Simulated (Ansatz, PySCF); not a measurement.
Species: Si2H3, charge 0, doublet. Si2H3 (SMILES [SiH]=[SiH2], doublet).
B3LYP-D3(BJ)/def2-TZVP minimum from Ansatz (a quantum-chemistry and plane-wave program):
```
Si
H 1 1.4867
H 1 1.4882 2 107.07
Si 1 2.2897 2 123.24 3 -169.48
H 4 1.5229 1 88.47 2 -175.26
```
Charge 0, spin multiplicity 2.

Atomisation energy term by term, kcal/mol (programs: Ansatz). Open shells are spin-unrestricted; no spin-orbit coupling. Correlated methods leave the cores frozen. Rows without X2C or -DK are non-relativistic. CBS(X,Y): correlation extrapolated as X^-3, Hartree-Fock from the larger set. A bracket is a step between two methods taken in the basis named. '+ core + X2C': CCSD(T) terms for core correlation (cc-pwCVTZ, 1s frozen past Ne) and scalar relativity (cc-pVTZ-DK). For partners of very few electrons the exact lower level stands in for a higher one. The UHF reference of H3Si2 ([SiH]=[SiH2], doublet) is spin-contaminated (<S^2> up to 0.19 over the pure value in the sets run).

| term | basis | kcal/mol |
|---|---|---|
| Hartree-Fock | cc-pV(Q+d)Z | 210.61 |
| CCSD correlation | CBS(cc-pV(T+d)Z,cc-pV(Q+d)Z) | 72.76 |
| (T) | CBS(cc-pV(T+d)Z,cc-pV(Q+d)Z) | 4.09 |
| CCSDT(Q) - CCSD(T) | cc-pV(T+d)Z | 0.61 |
| core correlation | cc-pwCVTZ | -0.09 |
| scalar relativity | X2C, cc-pVTZ-DK | -0.69 |
| minus zero-point energy | harmonic, PySCF's Hessian at B3LYP-D3(BJ)/def2-TZVP | -13.50 |
| sum: D0 |  | 273.8 |

The step beyond CCSD(T) by other levels: CCSDT(Q) in cc-pV(D+d)Z 0.76 kcal/mol.
